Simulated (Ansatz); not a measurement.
`FC(F)(F)c1ccc(-c2ccc(-c3ccc(-c4ccc(-c5ccc(-c6ccc(C(F)(F)F)s6)s5)s4)s3)s2)s1`, relaxed as a singlet with RKS PBE-D4/def2-SVP in Ansatz, starting from the GFN2-xTB geometry. Force threshold 0.03 eV/Å.

Single mean-field runs in def2-SVP are fitted with def2-universal-jkfit.

Start:

```xyz
50

F    -5.7789   -1.2908   11.1866
C    -6.6051   -0.9393   10.1827
F    -7.6710   -1.7477   10.2704
F    -7.0416    0.2983   10.4862
C    -5.9623   -1.0162    8.8476
C    -6.3516   -1.7866    7.7879
C    -5.5217   -1.6182    6.6715
C    -4.5020   -0.7206    6.8849
C    -3.4847   -0.3149    5.9747
C    -2.4618    0.5819    6.1837
C    -1.6378    0.7521    5.0703
C    -2.0164   -0.0121    3.9884
C    -1.4110   -0.0826    2.7054
C    -1.7936   -0.8420    1.6220
C    -0.9741   -0.6696    0.5060
C     0.0536    0.2242    0.7135
C     1.0778    0.6221   -0.1872
C     2.1366    1.4692    0.0583
C     2.9846    1.6326   -1.0362
C     2.5871    0.9189   -2.1466
C     3.2298    0.8605   -3.4151
C     4.4977    1.2989   -3.7342
C     4.8287    1.1023   -5.0749
C     3.8205    0.5179   -5.8077
C     3.8231    0.2107   -7.1983
C     2.8066   -0.3120   -7.9621
C     3.1540   -0.4668   -9.3111
C     4.4338   -0.0630   -9.5697
C     5.1354   -0.0768  -10.8766
F     6.2491   -0.8342  -10.8688
F     4.3558   -0.5567  -11.8558
F     5.5330    1.1479  -11.2725
S     5.2412    0.5193   -8.1578
S     2.4345    0.1913   -4.8087
S     1.1287    0.0272   -1.8218
S    -0.0005    0.8669    2.3318
S    -3.4239   -0.9644    4.3604
S    -4.5626   -0.0656    8.4952
H    -7.2010   -2.4448    7.8183
H    -5.6563   -2.1334    5.7374
H    -2.3261    1.0949    7.1197
H    -0.7872    1.4097    5.0432
H    -2.6436   -1.5006    1.6520
H    -1.1150   -1.1799   -0.4302
H     2.2812    1.9495    1.0094
H     3.8569    2.2598   -1.0247
H     5.1650    1.7357   -3.0146
H     5.7746    1.3745   -5.5094
H     1.8447   -0.5705   -7.5575
H     2.4958   -0.8571  -10.0659
```

Task: Estimate the energy that the relaxation releases and the steps that it takes.

Result: 41.6 kJ/mol, in 5 steps; 24 s on 2 threads of AMD EPYC 7R13 on a shared host and a share (18 GiB) of an NVIDIA H100 80GB HBM3. No frequencies were taken in this run, so the end may be a saddle point.

Task: Does the start keep its bonding and symmetry?

Result: By distances, no bond broke or formed. The bond that changes most is C18–H45, from 1.08 to 1.10 Å (atoms count from 1).

Task: Predict the relaxed structure.

Result: 
```xyz
50

F    -5.841   -1.318   11.287
C    -6.696   -0.963   10.295
F    -7.765   -1.788   10.358
F    -7.123    0.291   10.584
C    -6.052   -1.041    8.946
C    -6.447   -1.820    7.872
C    -5.611   -1.651    6.738
C    -4.575   -0.739    6.947
C    -3.537   -0.314    6.040
C    -2.495    0.590    6.252
C    -1.659    0.763    5.127
C    -2.042   -0.006    4.024
C    -1.435   -0.090    2.722
C    -1.823   -0.840    1.608
C    -0.975   -0.670    0.491
C     0.083    0.213    0.721
C     1.141    0.626   -0.162
C     2.217    1.482    0.095
C     3.071    1.665   -1.014
C     2.673    0.952   -2.148
C     3.316    0.909   -3.437
C     4.595    1.364   -3.775
C     4.913    1.180   -5.139
C     3.891    0.578   -5.876
C     3.859    0.239   -7.279
C     2.825   -0.322   -8.030
C     3.161   -0.505   -9.396
C     4.447   -0.087   -9.690
C     5.134   -0.130  -11.019
F     6.252   -0.898  -10.989
F     4.310   -0.639  -11.963
F     5.523    1.103  -11.430
S     5.261    0.537   -8.286
S     2.512    0.250   -4.846
S     1.214    0.041   -1.814
S     0.008    0.837    2.358
S    -3.466   -0.953    4.410
S    -4.646   -0.088    8.572
H    -7.315   -2.489    7.916
H    -5.754   -2.179    5.785
H    -2.349    1.111    7.209
H    -0.789    1.434    5.106
H    -2.704   -1.495    1.614
H    -1.120   -1.181   -0.472
H     2.367    1.963    1.071
H     3.955    2.317   -1.005
H     5.282    1.802   -3.040
H     5.872    1.473   -5.588
H     1.851   -0.586   -7.595
H     2.490   -0.928  -10.154
```
Bond lengths: 25 × C–C 1.38 to 1.50 Å; 12 × C–S 1.74 to 1.75 Å; 6 × C–F 1.35 to 1.36 Å; 12 × C–H 1.10 Å.
